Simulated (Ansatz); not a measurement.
# Molecular dynamics of Cl2H4W

Input file:

```yaml
crystal:
  periodic: [false, false, false]
  atoms:
    - { symbol: W, position_ang: [-0.102293, -0.102295, 0.0] }
    - { symbol: Cl, position_ang: [-0.507319, -0.507319, 2.164763] }
    - { symbol: H, position_ang: [1.569878, 0.226848, 0.0] }
    - { symbol: H, position_ang: [0.226846, 1.569878, 0.0] }
    - { symbol: H, position_ang: [-1.576986, 0.897196, 0.0] }
    - { symbol: H, position_ang: [0.897195, -1.576989, 0.0] }
    - { symbol: Cl, position_ang: [-0.507319, -0.507319, -2.164763] }
basis:
  gaussian: { orbitals: def2-mTZVP }
hamiltonian:
  xc: pbe
  dispersion: d4
md:
  timestep: 1.0
  n_steps: 300
  ensemble: nve
  temperature: 200.0
  initial_velocities: maxwell_boltzmann
  seed: 941841
```

Run as:

```bash
$ ansatz run input.yaml --threads 2 --pin off --max-ram 3072MiB --backend cpu --events-out ev --progress --plain --runs-dir out
```

It starts from a relaxed structure.

Output, in part (step lines, the closing report, with atoms numbered from 0):

```
md step     0: t =     0.00 fs  T =   200.0 K  F+E_penalty+E_count = -26927.33427610 eV  E_kin = 0.129260 eV  conserved = -26927.20501610 eV  (175 SCF iters)
[... lines left out ...]
Total energy: -26927.76769138 eV, -989.5772103619 hartree
Atom 0 at     0.076282     0.064667     0.022894 Å, force    -1.185533    -0.275549    -2.224356 eV/Å
Atom 1 at    -0.961997    -0.962955     1.646124 Å, force    -0.563567    -0.328963     1.666473 eV/Å
Atom 2 at     1.452556     1.090142    -0.160685 Å, force    -0.060056    -0.062896     0.312367 eV/Å
Atom 3 at    -0.186221     1.587949     0.755442 Å, force     0.170538    -0.201473     0.081654 eV/Å
Atom 4 at    -0.556487     1.400761    -0.914486 Å, force     0.829609    -0.214797     0.145904 eV/Å
Atom 5 at     1.460185    -0.979979     0.062607 Å, force     0.392382     0.719001    -0.343926 eV/Å
Atom 6 at    -1.008657    -0.973885    -1.757540 Å, force     0.416626     0.364677     0.361883 eV/Å
Dipole moment:    -0.056351    -0.085602     0.197034 e Å
```

The steps, from the saved trajectory:

| time (fs) | T (K) | potential energy less start (eV) | conserved less start (meV/atom) |
| --- | --- | --- | --- |
| 0 | 200 | 0.000 | 0.00 |
| 10 | 89 | 0.072 | 0.05 |
| 20 | 204 | -0.002 | 0.06 |
| 30 | 313 | -0.073 | 0.05 |
| 40 | 317 | -0.075 | 0.05 |
| 50 | 443 | -0.157 | 0.00 |
| 60 | 338 | -0.089 | 0.03 |
| 70 | 223 | -0.014 | 0.06 |
| 80 | 255 | -0.035 | -0.01 |
| 90 | 249 | -0.032 | 0.05 |
| 100 | 429 | -0.148 | 0.03 |
| 110 | 483 | -0.183 | 0.05 |
| 120 | 525 | -0.210 | 0.02 |
| 130 | 535 | -0.216 | 0.00 |
| 140 | 592 | -0.253 | 0.01 |
| 150 | 709 | -0.329 | 0.03 |
| 160 | 786 | -0.379 | 0.05 |
| 170 | 830 | -0.407 | 0.03 |
| 180 | 869 | -0.433 | -0.02 |
| 190 | 876 | -0.437 | -0.03 |
| 200 | 843 | -0.415 | 0.10 |
| 210 | 1131 | -0.602 | -0.04 |
| 220 | 872 | -0.434 | 0.06 |
| 230 | 1002 | -0.519 | -0.05 |
| 240 | 668 | -0.302 | 0.07 |
| 250 | 817 | -0.400 | -0.08 |
| 260 | 274 | -0.047 | 0.11 |
| 270 | 671 | -0.305 | -0.10 |
| 280 | 697 | -0.321 | 0.10 |
| 290 | 1184 | -0.637 | -0.11 |
| 300 | 872 | -0.433 | 0.12 |

The run went to its last step. The conserved energy stayed within 0.16 meV per atom of its start (net change 0.12 meV per atom), so the integration is sound. The kinetic energy rose, since the run started high on the potential surface and went downhill. A run of 0.3 ps of so small a system gives no equilibrium averages.

The same pairs are bonded in the first frame and the last. Pairs count as bonded within 1.25 times the sum of covalent radii (0.12 Å more for H–H).

Last frame:

```xyz
7
Properties=species:S:1:pos:R:3
W 0.076 0.065 0.023
Cl -0.962 -0.963 1.646
H 1.453 1.090 -0.161
H -0.186 1.588 0.755
H -0.556 1.401 -0.914
H 1.460 -0.980 0.063
Cl -1.009 -0.974 -1.758
```

The run took 8.4 min on 2 threads of Arm Neoverse V1, with other jobs on the host, peak memory 0.17 GiB.
